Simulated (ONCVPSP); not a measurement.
**Before and after: ONCV potential for Rb**

| Property | Result |
| --- | --- |
| Element | rubidium |
| Generator | ONCVPSP 4.0.1 |
| Type | optimised norm-conserving Vanderbilt (ONCV) |
| Functional | PBEsol |
| Relativity | non-relativistic |
| Frozen core | [Ar] 3d10 |
| Valence charge | 9 |
| Reference configuration | 4s2 4p6 5s1 |
| Partial waves | 4s+5s: rc 2.00 bohr, ncon 4, nbas 9, qcut 4.8 1/bohr, 2 projectors; 4p: rc 2.40 bohr, ncon 3, nbas 7, qcut 6.3 1/bohr, 2 projectors, debl 1 Ha; d scattering state at 0.3 Ha: rc 2.45 bohr, ncon 4, nbas 9, qcut 4.2 1/bohr, 2 projectors, debl 2.3 Ha |
| Local potential | polynomial inside 1.35 bohr (lpopt 5, dvloc0 -1 Ha) |
| Core correction | Teter function, fcfact 2, rcfact 1.1 |

All-electron outer shells of the reference configuration (PBEsol, non-relativistic, ld1.x):

```tsv
shell	level (eV)	outermost node (bohr)	outermost maximum (bohr)
4s	-30.83	0.63	1.29
4p	-16.06	0.65	1.44
5s	-2.19	1.82	4.49
```

Change: local potential polynomial inside 1.35 bohr (lpopt 5, dvloc0 6 Ha).

Cutoffs: the cutoffs (Ha) at which the residual kinetic energy of the hardest occupied pseudo-wave falls to 1 and 0.1 mHa per electron; they do not see the model core or the augmentation charge, which bear on the density cutoff. Errors are all-electron minus pseudo energies relative to the spin-unpolarised reference configuration.

**Question.** Predict the effect on cutoff, ghosts and configuration errors.

**Answer.** The potential gets neither clearly harder nor softer (9.3 Ha and 12 Ha → 9.3 Ha and 12 Ha); the errors of the 4 common tests hardly move; the range in which the s phases agree widens (upper end 1.7 → at the end of the scan); neither file shows a bound ghost.

| quantity | base | changed |
| --- | --- | --- |
| cutoff, loose | 9.3 Ha | 9.3 Ha |
| cutoff, tight | 12 Ha | 12 Ha |
| bound ghosts | none | none |
| GHOST(+) flags under 300 eV | s at 96.9 eV | none |
| error for 4s2 4p6 5s0, meV [ΔE 4.00 eV] | -0.1 | -0.1 |
| error for 4s2 4p6 5s0.5, meV [ΔE 1.54 eV] | 0.0 | 0.0 |
| error for 4s2 4p6 5s0 5p1, meV [ΔE 1.43 eV] | 0.0 | -0.1 |
| error for 4s2 4p5 5s1, meV [ΔE 21.21 eV] | -7.9 | -8.1 |
| s: phases at 2.03 bohr within 0.05 rad from the reference energy up to (Ha; the scan ends near 5) | 1.7 | to the end of the scan |
| p: phases at 2.43 bohr within 0.05 rad from the reference energy up to (Ha; the scan ends near 5) | 4.5 | to the end of the scan |
| d: phases at 2.49 bohr within 0.05 rad from the reference energy up to (Ha; the scan ends near 5) | to the end of the scan | to the end of the scan |
| rms error of d²Exc/dni dnj with the model core, mHa | 1.28 | 1.28 |
